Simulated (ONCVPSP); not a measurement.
# Building the ONCV potential for lithium (Li) (LDA (Perdew-Wang 92), scalar-relativistic).

lithium (Li), optimised norm-conserving Vanderbilt (ONCV), made with ONCVPSP 4.0.1 (LDA (Perdew-Wang 92), scalar-relativistic). Core [He], reference 2s1. Waves: 2s: rc 3.25 bohr, ncon 4, nbas 7, qcut 1.7 1/bohr, 3 projectors, debl 0.7 Ha; p scattering state at 0.26 Ha: rc 2.75 bohr, ncon 4, nbas 9, qcut 3.2 1/bohr, 2 projectors, debl 0.5 Ha; d scattering state at 0.46 Ha: rc 2.75 bohr, ncon 4, nbas 8, qcut 3.4 1/bohr, local. Local part: the d channel. Core correction: Teter function, fcfact 1.5, rcfact 2.

In the p channel the program set the typed energies aside and used 0.050, 0.550 Ha.

Poles of the logarithmic derivatives, all-electron (AE) and pseudo (PS). Narrow ghost or core levels that the grid stepped over were put in at their known energies. s: poles at -1.9, 0.3, 2.3 (AE) and 0.3, 2.3, 5.0 (PS) Ha. p: poles at 0.6, 2.7 (AE) and 0.6, 2.9 (PS) Ha. d: poles at 1.6, 4.5 (AE) and 1.6, 4.7 (PS) Ha. Test radii: s 3.30, p 2.79, d 2.79 bohr.

* Cutoffs needed: 1.4 Ha and 8.3 Ha (the cutoffs (Ha) at which the residual kinetic energy of the hardest occupied pseudo-wave falls to 1 and 0.1 mHa per electron) The cutoffs count occupied waves only; projector 3 of the s channel, the hardest unoccupied one, needs 6 Ha at the loose tolerance.
* Ghost test: no bound ghost flagged; no localised positive-energy state flagged
* Configuration tests: 1 of 2 tests not solved or not reliable
* rms error of d²Exc/dni dnj: 3.34 mHa without and 1.63 mHa with the model core
